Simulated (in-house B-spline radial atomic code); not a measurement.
**RPA and G0W0 on Hartree-Fock: the chlorine ion Cl²⁺**

Configuration [Ne] 3s2 3p3, highest spin, mean-field start Hartree-Fock. Computed with an all-electron radial atomic-structure program (B-spline basis): all electrons, non-relativistic, point nucleus, each spin shell either full or empty, empty states to l = 9 with an (l + 1/2)⁻⁴ tail; G0W0 by contour deformation at full frequency.

Command:
```bash
python run_gw.py task.json out
```
Settings (radii: box in bohr, nucleus in fm):
```
Z                        17
electrons                15
configuration            [Ne] 3s2 3p3
hamiltonian              nr
method                   hf
lmax                     9
spin_polarised           True
box_radius               17.55
intervals                49
```

Run time, properties included: 2 s on 1 thread of Intel(R) Xeon(R) Platinum 8488C (Sapphire Rapids), on a shared host.

Energies (hartree):

| term | value |
| --- | --- |
| mean-field total | -458.22748 |
| Hartree-Fock functional on these orbitals | -458.22748 |
| direct second order | -0.87027 |
| second-order exchange | 0.31764 |
| SOSEX correction | 0.29551 |

(1) What is the RPA correlation energy, and what remains with SOSEX?

Quasi-particle levels (eV):

```tsv
level	occupied	mean field	Σx - vxc	Σc	QP weight	G0W0
3p up	yes	-39.70	0.00	?	?	?
3s down	yes	-46.56	0.00	-1.91	0.960	-48.47
3p down	no	-21.645	0.00	-2.08	0.965	-23.727
```

G0W0 = mean field + (Σx - vxc) + Σc, with Σc (partial-wave tail included) taken at the quasi-particle energy. Only the outer levels were computed. Levels of low weight are left out.

(2) Where does G0W0 put 3p up?

Results:

(1) RPA gives -0.78802 hartree (-1.43 eV per electron); RPA + SOSEX gives -0.49251, and the second-order doubles (MP2) -0.55263 hartree. SOSEX takes back 38 % of the RPA value.

(2) At -40.07 eV, with Σc = -0.37 eV and a quasi-particle weight of 0.961. The tabulated removal energy is 39.8 ± 0.11 eV (NIST, semi-empirical); the calculation leaves out relativity, Breit and QED terms, and what these don't explain is the method's own error.
